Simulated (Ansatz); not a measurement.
Start from `[OH][GeH]([F])[F]` and change one atom or group to get `[CH3][GeH]([OH])[F]`.

Ansatz, PBE0-D4/def2-TZVP geometries, multiplicity 1. Each molecule was computed in one conformer, which needn't be the lowest.

Scalar relativity is left out up to krypton.

```tsv
property	`[OH][GeH]([F])[F]`
HOMO–LUMO gap (PBE0/def2-TZVPP) / eV	9.91
HOMO energy (PBE0/def2-TZVPP) / eV	-10.06
size of the dipole moment (B3LYP/def2-TZVPP) / D	1.22
HOMO–LUMO gap (B3LYP/def2-TZVPP) / eV	9.20
LUMO energy (PBE0/def2-TZVPP) / eV	-0.15
HOMO energy (PBE/def2-TZVPP) / eV	-8.22
```

Question: What does the change do to each property? (Best estimate.)

Answer: Ansatz gave: 
| property | `[CH3][GeH]([OH])[F]` | shift |
| --- | --- | --- |
| HOMO–LUMO gap (PBE0/def2-TZVPP) / eV | 9.57 | -0.34 |
| HOMO energy (PBE0/def2-TZVPP) / eV | -8.93 | 1.13 |
| size of the dipole moment (B3LYP/def2-TZVPP) / D | 1.89 | 0.67 |
| HOMO–LUMO gap (B3LYP/def2-TZVPP) / eV | 8.96 | -0.24 |
| LUMO energy (PBE0/def2-TZVPP) / eV | 0.64 | 0.79 |
| HOMO energy (PBE/def2-TZVPP) / eV | -7.32 | 0.90 |

With PBE0 the HOMO rises by 1.13 eV and the LUMO rises by 0.79 eV, so the gap narrows by about 0.34 eV. PBE moves the HOMO by 0.90 eV and ωB97M-V by 1.32 eV. The zero-point energy changes by 89.6 kJ/mol with +9 modes. Dipoles are sizes alone; their direction can turn.

B3LYP here is the variant with VWN-RPA as its local correlation; programs differ in this.
